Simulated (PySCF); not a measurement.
Species: C7H7NO2.
Z-matrix (Å and degrees, PBE0-D3(BJ)/def2-SVP geometry), rows numbered from 1:
```
C 
O   1  1.4149
C   2  1.3264  1  115.54
O   3  1.2071  2  123.87  1     0.14
C   3  1.5003  2  113.14  1  -179.76
C   5  1.3978  3  117.46  2   178.53
C   6  1.3909  5  118.25  3   180.00
C   7  1.3923  6  118.53  5    -0.11
C   8  1.3969  7  118.48  6     0.05
N   9  1.3271  8  123.40  7     0.06
H   1  1.1005  2  110.88  3   -62.14
H   1  1.0959  2  106.24  3   178.05
H   1  1.1002  2  110.88  3    58.06
H   6  1.0909  5  119.05  3    -0.01
H   7  1.0926  6  120.65  5   179.90
H   8  1.0921  7  121.28  6  -179.93
H   9  1.0962  8  120.14  7  -179.93
```

Computed with PBE0-D3(BJ)/def2-SVP geometry optimisation, gas phase in PySCF.

Masses are those of the commonest isotopes; rigid-rotor values at the optimised geometry. The values belong to one conformer with, in the numbering `[CH3:1][O:2][C:3](=[O:4])[c:5]1[cH:6][cH:7][cH:8][cH:9][n:10]1`, C1–O2–C3–O4 0°, O2–C3–C5–C6 179°.

**Question.** What are A, B and C (MHz)?

**Answer.** Ia = 139.19, Ib = 582.24, Ic = 718.18 u·Å²; 505379 MHz·u·Å²/I gives A = 3631, B = 868.0, C = 703.7 MHz.

**Question.** What kind of rotor is it?

**Answer.** An asymmetric top. Ray's parameter κ = (2B − A − C)/(A − C) = -0.888; −1 is the prolate and +1 the oblate limit.

**Question.** Is it planar, by Δ = Ic − Ia − Ib?

**Answer.** Not planar: Δ = Ic − Ia − Ib = -3.25 u·Å². For a rigid frame Δ = −2 Σ m c², so Σ m c² = 1.62 u·Å² lies off the ab plane: 1.60 from hydrogen and 0.02 from heavier atoms. The atom farthest from that plane is 0.90 Å away.

**Question.** Give the other two planar moments, Paa and Pbb, and the rms extents of the mass along the axes.

**Answer.** Paa = Σ m a² = (Ib + Ic − Ia)/2 = 580.61 and Pbb = Σ m b² = (Ia + Ic − Ib)/2 = 137.57 u·Å². With the mass M = 137.05 u, the rms extents √(P/M) along a, b and c are 2.06, 1.00, 0.11 Å.

**Question.** Predict some low-J microwave lines.

**Answer.** The dipole components are |μa| = 1.60 D, |μb| = 0.19 D, |μc| = 0.05 D. The squared components, which scale the intensities, stand as 1.00 : 0.01 : 0.00 (a : b : c). Some lines, for components of 0.1 D or more:

```csv
type,branch,"J(Ka,Kc)",MHz,lower level (cm⁻¹)
a,Q,"2(1,1) ← 2(1,2)",493,0.244
a,Q,"3(1,2) ← 3(1,3)",986,0.393
b,Q,"1(1,0) ← 1(0,1)",2927,0.052
a,R,"2(1,2) ← 1(1,1)",2979,0.145
b,Q,"2(1,1) ← 2(0,2)",3099,0.157
a,R,"2(0,2) ← 1(0,1)",3136,0.052
b,Q,"3(1,2) ← 3(0,3)",3369,0.313
b,R,"1(1,1) ← 0(0,0)",4335,0.000
a,R,"3(1,3) ← 2(1,2)",4464,0.244
a,R,"3(0,3) ← 2(0,2)",4687,0.157
a,R,"3(2,1) ← 2(2,0)",4743,0.537
b,R,"2(1,2) ← 1(0,1)",5742,0.052
b,R,"3(1,3) ← 2(0,2)",7070,0.157
b,Q,"3(2,1) ← 3(1,2)",8082,0.426
b,Q,"2(2,0) ← 2(1,1)",8296,0.260
b,Q,"3(2,2) ← 3(1,3)",9032,0.393
b,R,"2(2,1) ← 1(1,0)",11596,0.150
b,Q,"3(3,0) ← 3(2,1)",14194,0.695
b,R,"3(3,1) ← 2(2,0)",18937,0.537
b,R,"3(3,0) ← 2(2,1)",18945,0.537
```

Stationary, but not proved a minimum. Zero-point vibration and centrifugal distortion are left out. A rigid rotor knows nothing of internal rotation, which can split or shift real lines. Quadrupole hyperfine structure (14N) is left out.
